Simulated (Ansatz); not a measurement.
Complex (SMILES): Cl (HCl) with N#N (N2), atoms 1 to 2 the first; geometry from B3LYP-D3(BJ)/def2-TZVP, monomers rigid:
```xyz
4

Cl     1.0940     0.2553     0.1057
H     -0.1754     0.0770     0.1766
N     -3.5503    -0.4010     0.3596
N     -2.4723    -0.2486     0.3008
```

Basis-set convergence of the uncorrected interaction energy at MP2 with Ansatz (a program for electronic structure). All functions are spherical. Cores are frozen. No added dispersion term, no relativity. Functions are those of the species that has most. Reference: the counterpoise-corrected one, Hartree-Fock in aug-cc-pV(Q+d)Z plus the correlation part extrapolated as X^-3 from aug-cc-pV(T+d)Z and aug-cc-pV(Q+d)Z, -1.58 kcal/mol, itself unsure by roughly 0.02 kcal/mol (a third of the extrapolation step and of the last Hartree-Fock step, counterpoise-corrected). Deviations are taken from unrounded values.

```json
[
 {"basis": "pcseg-0", "functions": "33", "uncorrected interaction energy (kcal/mol)": "-2.38", "minus reference (kcal/mol)": "-0.80"},
 {"basis": "pcseg-1", "functions": "51", "uncorrected interaction energy (kcal/mol)": "-1.79", "minus reference (kcal/mol)": "-0.21"},
 {"basis": "aug-pcseg-1", "functions": "82", "uncorrected interaction energy (kcal/mol)": "-2.49", "minus reference (kcal/mol)": "-0.91"},
 {"basis": "pcseg-2", "functions": "108", "uncorrected interaction energy (kcal/mol)": "-1.63", "minus reference (kcal/mol)": "-0.05"},
 {"basis": "aug-pcseg-2", "functions": "165", "uncorrected interaction energy (kcal/mol)": "-2.37", "minus reference (kcal/mol)": "-0.79"},
 {"basis": "pcseg-3", "functions": "217", "uncorrected interaction energy (kcal/mol)": "-1.72", "minus reference (kcal/mol)": "-0.14"},
 {"basis": "aug-pcseg-3", "functions": "308", "uncorrected interaction energy (kcal/mol)": "-1.98", "minus reference (kcal/mol)": "-0.40"},
 {"basis": "pcseg-4", "functions": "368", "uncorrected interaction energy (kcal/mol)": "-1.64", "minus reference (kcal/mol)": "-0.06"}
]
```

The smallest set listed that lies within 0.5 kcal/mol of the reference with all its larger relatives (same family, alike in diffuse functions; a set with none counts only in the reference's own line) is pcseg-1 (51 functions, -0.21 kcal/mol off). Inside, with no larger relative to test it: aug-pcseg-3.
